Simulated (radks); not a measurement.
Values are calculated unless marked as measured or tabulated.
The selenium ion Se4+, [Ar] 3d10 4s2. Code: a radial shooting solver on a logarithmic mesh with Libxc functionals. Model: non-relativistic Kohn-Sham, PBE, spin-polarised, spherical densities, point nucleus. Every spin shell is full or empty, so the densities are truly spherical. Functionals are evaluated on that one density, not self-consistently. Rank these exchange functionals by their error against the exact value of the orbitals, and give that value: LDA, revPBE, PW91, WC, G96, APBE, SCAN, TASK.

Answer. Exact: -84.0822 hartree. From best to worst, with 100 (|E| - |E exact|)/|E exact| (equal figures are ties): revPBE -0.10, PW91 +0.12, SCAN +0.30, G96 +0.42, APBE +0.55, WC -0.91, TASK -2.45, LDA -5.62.
